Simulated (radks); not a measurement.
Zn+, configuration [Ar] 3d9.75 4s1 4p0.25 (fractional occupations, a model configuration).

All-electron calculation, scalar-relativistic Kohn-Sham, PBE, spin-unpolarised, spherical densities, finite nucleus; Fermi nuclear charge, rms radius 3.9283 fm. Program: a radial shooting solver on a logarithmic mesh with Libxc functionals.

Energy parts (hartree):
part                       energy
total                 -1795.52981
kinetic                1824.12614
electron-nucleus      -4314.49957
Hartree                 766.04370
exchange-correlation    -71.20008

Orbitals (lengths in bohr, moments of r in powers of bohr; r(max) is where P^2 peaks; r(90%) holds 90 % of the orbital's charge):
orbital  occ.  eigenvalue (hartree)   r(max)  r(90%)      <r>
1s          2             -350.5007  0.03291  0.0899  0.05031
2s          2             -43.00616   0.1893   0.350   0.2262
2p          6             -37.33598   0.1521   0.324   0.1983
3s          2              -5.18668   0.5880    1.02   0.6805
3p          6              -3.50148   0.5921    1.10   0.7122
3d       9.75              -0.79957   0.5651    1.54   0.8808
4s          1              -0.54195    1.959    3.56    2.360
4p       0.25              -0.30527    2.490    4.73    3.078

The highest occupied level is 4p at -8.307 eV. The density falls to 0.001 e/bohr^3 at r = 3.77 bohr.
